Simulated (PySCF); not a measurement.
**Ionisation energy of Xe⁺ by level of theory**

Xe⁺ [Kr] 4d10 5s2 5p5 (2P) → Xe²⁺ [Kr] 4d10 5s2 5p4 (3P), as a difference of total energies. All numbers are calculated (PySCF 2.14, scalar relativity through the core potential, in aug-cc-pVQZ-PP with ECP28MDF (7s7p5d3f2g, 92 functions)). Correlated levels: valence: 4s2 4p6 4d10 frozen. The calculations carry no spin-orbit coupling.

```tsv
method	ionisation energy (eV)	difference from reference (eV)
UHF	20.068	-0.907
MP2 (valence)	20.930	-0.045
SCS-MP2 (valence)	20.952	-0.023
CCSD (valence)	20.971	-0.004
CCSD(T) (valence)	21.011	+0.036
```

Reference: 20.975 eV (semi-empirical (NIST evaluation); NIST Atomic Spectra Database, ionization energies).

The reference lies between the lowest fine-structure levels, while these numbers refer to the centres of the terms.

Errors of the correlated levels include the incompleteness of this basis and the frozen core.
